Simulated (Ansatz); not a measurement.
`CCOC(F)(F)F` and `FC(F)(F)[O][SnH3]` differ in one atom or group.

Ansatz, PBE0-D4/def2-TZVP geometries, multiplicity 1. Each molecule was computed in one conformer, which needn't be the lowest.

Elements past krypton have def2 core potentials.

```csv
property,`CCOC(F)(F)F`
HOMO–LUMO gap (PBE0/def2-TZVPP) / eV,10.45
HOMO–LUMO gap (B3LYP/def2-TZVPP) / eV,9.86
HOMO energy (B3LYP/def2-TZVPP) / eV,-9.03
HOMO–LUMO gap (ωB97M-V/def2-TZVPP) / eV,14.26
HOMO–LUMO gap (PBE/def2-TZVPP) / eV,7.96
HOMO energy (PBE/def2-TZVPP) / eV,-7.54
```

(1) What does the change do to each property? (Estimate.)

Results:

(1) Ansatz gave: 
```tsv
property	`FC(F)(F)[O][SnH3]`	shift
HOMO–LUMO gap (PBE0/def2-TZVPP) / eV	8.31	-2.14
HOMO–LUMO gap (B3LYP/def2-TZVPP) / eV	7.82	-2.04
HOMO energy (B3LYP/def2-TZVPP) / eV	-9.13	-0.10
HOMO–LUMO gap (ωB97M-V/def2-TZVPP) / eV	12.16	-2.10
HOMO–LUMO gap (PBE/def2-TZVPP) / eV	5.89	-2.07
HOMO energy (PBE/def2-TZVPP) / eV	-7.72	-0.18
```

With PBE0 the HOMO falls by 0.12 eV and the LUMO falls by 2.25 eV, so the gap narrows by about 2.13 eV. PBE moves the HOMO by -0.18 eV and ωB97M-V by 0.00 eV. The zero-point energy changes by -123.0 kJ/mol with -9 modes.

B3LYP here is the variant with VWN-RPA as its local correlation; programs differ in this.
